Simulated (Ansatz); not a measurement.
HgCl2. Charge 0, multiplicity 1. Geometry relaxed at B3LYP-D4/def2-TZVP.

| atom | x (Å) | y (Å) | z (Å) |
| --- | --- | --- | --- |
| Hg1 | 0.0003 | 0.0015 | -0.0012 |
| Cl2 | 2.2414 | -0.3600 | 0.2492 |
| Cl3 | -2.2417 | 0.3584 | -0.2480 |

In the def2 sets Hg takes a core potential; there is no spin–orbit coupling.

(1) Estimate the harmonic wavenumbers at RKS B3LYP-D4/def2-TZVP (Ansatz, unscaled). Is this a minimum?

Results:

(1) 96, 96, 338, 393 cm⁻¹. Yes, no mode is imaginary beyond noise. Zero-point energy 5.5 kJ/mol. It took 14 s on 2 threads of Intel Xeon Platinum 8488C on a shared host.
